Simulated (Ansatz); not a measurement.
A run for Ansatz (a first-principles code): R-CCSD(T)/cc-pV(T+d)Z on H2 (SMILES [H][H]). The basis file is the Basis Set Exchange's JSON of that set.

Ansatz 0.2 input:
```yaml
crystal:
  periodic: [false, false, false]
  atoms:
    - {symbol: H, position_ang: [0.00000000, 0.00000000, 0.37198582]}
    - {symbol: H, position_ang: [-0.00000000, -0.00000000, -0.37198582]}
basis:
  gaussian:
    orbitals: cc-pV_T+d_Z.json
magnetization: {spin_polarized: false}
correlation: {method: ccsd_t, electrons: outside_noble_gas}
scf: {lower_state_search: off}
```

### Question
Predict the final total energy.

### Answer
-1.1723 hartree (reference determinant -1.1329, T1 diagnostic 0.006).
